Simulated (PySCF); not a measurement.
# Radial density of Hg²⁺ (mercury, charge +2)

r2SCAN, [Xe] 4f14 5d9 6p1, one real determinant (an excited configuration). Computed with PySCF 2.14 in x2c-TZVPPall, with scalar relativity by spin-free X2C-1e.

```
r (bohr)  4πr²ρ (e/bohr)  4πr²(ρα − ρβ)
  0.0131           110.9         0.0022
  0.0220           97.84         0.0071
  0.0370           132.3         0.0172
  0.0622           141.9         0.0472
   0.105           121.2         0.1060
   0.176           123.2         0.0054
   0.296           81.52         0.1887
   0.498           65.75         0.0132
   0.837           24.03         0.6257
    1.41           10.61         0.7811
    2.37           1.659         0.5692
    3.98          0.2189         0.1924
    6.70        0.002723         0.0027
```

Densities and radii are taken from the X2C orbitals without a picture-change correction, which distorts them close to the nucleus.

⟨L²⟩ = 8.03 against 12 for a pure F term, so this real determinant mixes terms. Spin-orbit coupling, absent here, splits the open shell strongly.
